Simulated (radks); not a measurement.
Results of a calculation; reference values are marked as such.
Task: The bismuth ion Bi2+, configuration [Xe] 4f14 5d10 6s1.5 6p1 7p0.5 (fractional occupations, a model configuration). Level of theory: scalar-relativistic Kohn-Sham, SCAN, spin-unpolarised, spherical densities, finite nucleus; meta-GGA in the generalised Kohn-Sham scheme; Fermi nuclear charge, rms radius 5.5211 fm (a radial shooting solver on a logarithmic mesh with Libxc functionals). Some entries of the table are withheld. Estimate them.

| orbital | occ. | eigenvalue (Ry) | r(max) (bohr) |
|---|---|---|---|
| 1s | 2 | (1) | 0.009660 |
| 2s | 2 | -1201.926 | 0.05615 |
| 2p | 6 | -1028.381 | (2) |
| 3s | 2 | -292.3225 | 0.1583 |
| 3p | 6 | (3) | 0.1587 |
| 3d | 10 | -192.2231 | (4) |
| 4s | 2 | -68.80376 | 0.3559 |
| 4p | 6 | -52.39871 | 0.3757 |
| 4d | 10 | -33.55204 | 0.3814 |
| 5s | 2 | -13.35180 | (5) |
| 4f | 14 | -12.88341 | 0.3425 |
| 5p | 6 | -8.75519 | 0.8614 |
| 5d | 10 | -3.56156 | (6) |
| 6s | 1.5 | -2.48820 | 1.821 |
| 6p | 1 | -1.57176 | 2.206 |
| 7p | 0.5 | -0.61096 | 5.556 |

Result: 
(1) 1s eigenvalue (Ry): -6669.649
(2) 2p r(max) (bohr): 0.04691
(3) 3p eigenvalue (Ry): -242.4755
(4) 3d r(max) (bohr): 0.1296
(5) 5s r(max) (bohr): 0.7707
(6) 5d r(max) (bohr): 1.027
